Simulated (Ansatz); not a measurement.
Reaction (formal exchange of groups at a C–Si bond): `[SiH3]C1C=CS1` + CH₄ → `CC1C=CS1` + SiH₄

Calculated with Ansatz (gas phase, PBE0-D4/def2-TZVP geometries, no zero-point term in ΔE). CCSD(T)/CBS is the MP2 limit (def2-TZVPP, def2-QZVPP) plus CCSD(T) − MP2 in def2-TZVPP, frozen cores. This one scheme is used for every species. Functionals use def2-TZVPP. B3LYP here is the variant with VWN-RPA as its local correlation; programs differ in this.

Task: Is it downhill or uphill in electronic energy at CCSD(T)/CBS, and by how much? (An estimate is asked.)

Result: Computed: Uphill: ΔE = +41.9 kJ/mol.

Task: What do these levels give: r2SCAN, B3LYP, HF/def2-TZVPP, SCS-MP2/def2-QZVPP, MP2/CBS(def2), CCSD/CBS(def2)? (An estimate is asked.)

Result: Computed: r2SCAN 43.5, B3LYP 37.2, HF/def2-TZVPP 28.7, SCS-MP2/def2-QZVPP 41.1, MP2/CBS(def2) 47.5, CCSD/CBS(def2) 39.8 kJ/mol.

Largest T1 diagnostic among the species: 0.013.

In def2-TZVPP, CCSD(T) changes the Hartree–Fock value by +10.1 kJ/mol (the triples alone add +2.1 kJ/mol) and MP2 by +15.8 kJ/mol. The D4 term adds +4.4 kJ/mol with B3LYP and +2.4 kJ/mol with PBE0; it sums over pairs of atoms, weighted by their polarisabilities, and B3LYP, whose exchange is more repulsive, gets the larger term.
